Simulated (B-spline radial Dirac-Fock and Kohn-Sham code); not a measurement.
Cross section and asymmetry of the 4p3/2 subshell of Ag⁵⁺

System: Ag⁵⁺ in the configuration [Kr] 4d6. The computed 4p3/2 threshold is 144.0 eV; without correlation, outer thresholds are uncertain by 1 to 2 eV. With an open shell the threshold is an average over the terms of the final ion.

Level of theory: independent-particle photoionisation in a Dirac-Hartree-Slater potential with a Latter tail, all multipoles, thresholds from Dirac-Fock ΔSCF; a B-spline atomic structure program. Interchannel coupling and autoionising resonances are not included, so magnitudes near threshold are approximate.

Question: How do σ and β run from threshold to 400 eV kinetic energy?

Answer: The cross section shows no minimum in this range. It is largest at the lowest energy, 0.363 Mb. β ranges from -0.64 (at 1.5 eV) to 1.54.

```tsv
kinetic energy (eV)	σ (Mb)	β
1.5	0.363	-0.64
2.3	0.362	-0.60
3.7	0.361	-0.56
5.7	0.358	-0.50
9.0	0.355	-0.41
14.0	0.350	-0.29
21.9	0.343	-0.12
34.2	0.332	0.11
53.5	0.312	0.39
83.7	0.289	0.70
130.9	0.248	1.01
204.6	0.195	1.26
319.9	0.138	1.46
```

Run: 4.7 s of CPU time on 1 thread of Neoverse-V1 (shared host), peak memory 0.36 GiB.
